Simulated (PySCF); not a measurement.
Dipole response of Hf⁺ (hafnium, charge +1)

[Xe] 4f14 5d1 6s2, 2D determinant. Computed with PySCF 2.14 in aug-cc-pVTZ-PP with one added diffuse shell each of s, p, d, f, g type with ECP60MDF (7s7p6d4f3g, 113 functions), with scalar relativity through the core potential. Coupled (time-dependent) response in atomic units; α is the mean over directions.

| method | mean α (bohr³) | α xx, yy, zz | C₆ (like pair) | S(−4) |
| --- | --- | --- | --- | --- |
| CAM-B3LYP | 53.16 | 52.29, 52.29, 54.88 | 516.3 | 1137 |

S(−4) is the Cauchy moment in α(ω) = α(0) + S(−4) ω² + …

Spin-orbit coupling is absent.

α(iu) at CAM-B3LYP:

| u (hartree) | α(iu) (bohr³) |
| --- | --- |
| 0 | 53.16 |
| 0.0500 | 50.48 |
| 0.100 | 44.06 |
| 0.200 | 30.10 |
| 0.300 | 20.66 |
| 0.500 | 11.51 |
| 0.750 | 7.009 |
| 1.00 | 4.900 |
| 1.50 | 2.896 |
| 2.00 | 1.932 |
| 3.00 | 1.027 |
| 5.00 | 0.4211 |

A single London oscillator, α(iu) = α/(1 + u²/ω²), gives C₆ = (3/4) ω α². Matching the computed C₆ needs ω = 4 × 516.3 / (3 × 53.16²) = 0.244 hartree.

For an ion, C₆ is the dispersion term alone; charge-induced terms of lower order in 1/R come first.

The components differ because the open shell of this determinant is not spherical; for a pure term their mean is the scalar polarisability.

⟨L²⟩ = 7.48 against 6 for a pure D term, so this real determinant mixes terms. Energies and moments cover only the electrons outside the core potential. Spin-orbit coupling, absent here, splits the open shell strongly. ⟨S²⟩ = 1.16 against 0.75 shows spin contamination.
